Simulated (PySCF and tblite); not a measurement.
The numbers below are computed, except where a source is named.
C5H5NO2, numbered as in [CH3:1][O:2][C:3](=[O:4])/[CH:5]=[CH:6]/[C:7]#[N:8]. Conformers came from 90 starts (ETKDG and KDG, MMFF94s, GFN2-xTB); geometries are GFN2-xTB. Energies: PBE0-D3(BJ)/def2-SVP (IEF-PCM, tetrahydrofuran), with GFN2-xTB thermal terms (modes under about 100 cm⁻¹ blended into free rotors). Symmetry numbers and mirror images are counted. Conformers within 2.5 kcal/mol (GFN2-xTB free energy) were kept, 5 at most. GIAO shieldings: WP04/pcSseg-1 (IEF-PCM, tetrahydrofuran). Shifts are against TMS (¹H), TMS (¹³C) at the same level. Programs: PySCF with density fitting and tblite.

Torsions listed: C1–O2–C3–O4, O2–C3–C5–C6.

```json
{"conformer": "1", "shape": "0°, 180°", "point group": "Cs", "mirror pair": "no", "ΔE(DFT)": "0.00", "Δ(G−E) at 250 K": "0.00", "δ C3 (ppm)": "176.3"}
{"conformer": "2", "shape": "0°, 0°", "point group": "Cs", "mirror pair": "no", "ΔE(DFT)": "0.68", "Δ(G−E) at 250 K": "-0.06", "δ C3 (ppm)": "174.5"}
```

Energies in kcal/mol; the thermal term leaves out symmetry numbers and mirror images.

(1) Work out the weights at 250 K and the ¹³C shift of C3 under fast exchange.

The minima are those of GFN2-xTB; planar forms about aryl–S or allylic bonds may be saddles in DFT.

Answers

(1) RT = 0.497 kcal/mol. Each conformer gets RT ln(σ/g), with σ the rotational symmetry number and g = 2 for a mirror pair: 1: σ = 1, g = 1, G = 0.00 + 0.00 + 0.00 = 0.00, 0.00 above the lowest, exp(−ΔG/RT) = 1.000; 2: σ = 1, g = 1, G = 0.68 − 0.06 + 0.00 = 0.61, 0.61 above the lowest, exp(−ΔG/RT) = 0.291. The sum is 1.291, so the weights are 77.4, 22.6 %. The averaged shift is 175.9 ppm. At 298.15 K it is 175.8 ppm. At 298.15 K the leading conformer alone gives 176.3 ppm and bare DFT energies give 175.9 ppm.


Conformer gaps in def2-SVP on xTB geometries can be 2 kcal/mol too large for S=O, P=O and other polar bonds.